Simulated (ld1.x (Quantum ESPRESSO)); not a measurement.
**What one change does to a pseudopotential (Tc, TM)**

Tc (Z = 43), norm-conserving Troullier–Martins (Kleinman–Bylander form), made with ld1.x (Quantum ESPRESSO) 7.5 (PW91, fully relativistic). Core [Kr], reference 4d5 5s1.5 5p0 (charge +0.5). Waves: 5p (bound, empty): rc 3.00 bohr; 4d (bound): rc 1.65 bohr; 5s (bound): rc 2.35 bohr. Local part: the s channel. Core correction: a·sin(br)/r model core inside 1.65 bohr.

Open shells are filled in proportion to 2j + 1 (rel_dist='average').

Change: wave 5s (bound): rc 2.35 bohr becomes 5s (bound): rc 3.20 bohr.

Cutoffs: the cutoffs (Ry, on a coarse ladder) from which the occupation-weighted sum of valence levels, in a spherical-Bessel basis at the reference potential, stays within 10 and 1 mRy of its value at 400 Ry; they do not see the model core or the augmentation charge, which bear on the density cutoff. Errors are all-electron minus pseudo energies relative to the spin-unpolarised reference configuration.

Problem. How do hardness, ghosts and transferability respond?

Solution. The potential gets neither clearly harder nor softer (50 Ry and 55 Ry → 50 Ry and 55 Ry); of the 7 tests that both files solve, the error grows in 0 and shrinks in 3 by more than 15 % and 0.3 meV (median size 28.8 → 33.3 meV); neither file shows a bound ghost. That the errors move this way runs against the usual rule that smaller radii transfer better.

| quantity | base | changed |
| --- | --- | --- |
| cutoff, loose | 50 Ry | 50 Ry |
| cutoff, tight | 55 Ry | 55 Ry |
| bound ghosts | none | none |
| error for 4d5 5s2 5p0, meV [ΔE -3.31 eV] | -1.1 | -0.6 |
| error for 4d5 5s1 5p0, meV [ΔE 4.90 eV] | -1.9 | -1.6 |
| error for 4d5 5s0 5p0, meV [ΔE 19.82 eV] | -29 | -33 |
| error for 4d3 5s0 5p0, meV [ΔE 90.70 eV] | -990 | -1116 |
| error for 4d6 5s1 5p0, meV [ΔE -4.25 eV] | -98 | -85 |
| error for 4d4 5s2 5p0, meV [ΔE 8.38 eV] | -146 | -116 |
| error for 4d5.5 5s1.5 5p0, meV [ΔE -3.94 eV] | -23 | -19 |
